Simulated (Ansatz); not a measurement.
AlBClH4N (`B[NH][AlH][Cl]`), relaxed with RKS PBE-D4/def2-SVP in Ansatz from a rough embedded geometry. The force threshold is 0.03 eV/Å; the program also tests the step.

Charge 0, multiplicity 1.

Start:

```xyz
8

B     0.985   -0.756    0.730
N     0.109   -0.828   -0.433
Al   -0.752    0.888   -0.598
Cl   -0.700    1.857   -2.624
H     2.040   -0.149    0.714
H     0.544   -0.896    1.879
H    -0.636   -1.543   -0.234
H    -1.589    1.428    0.566
```

Q: How much energy does the relaxation release, and in how many steps? (Estimate.)

A: Computed: 132.60 kJ/mol, in 16 steps, 1 of them rejected.

Q: Which bonds change most? (An estimate is asked.)

A: Computed: B1–Al3 from 2.736 to 2.324 Å; Al3–Cl4 from 2.246 to 2.125 Å; N2–Al3 from 1.927 to 1.841 Å; B1–N2 from 1.458 to 1.385 Å.

Q: Give the relaxed structure. (Best estimate.)

A: The calculation gave: 
```xyz
8

B     0.753   -0.651    0.671
N    -0.448   -0.905    0.031
Al   -0.603    0.863   -0.456
Cl   -0.051    1.392   -2.438
H     1.036    0.591    0.653
H     1.555   -1.380    1.212
H    -0.857   -1.831   -0.095
H    -1.385    1.920    0.422
```
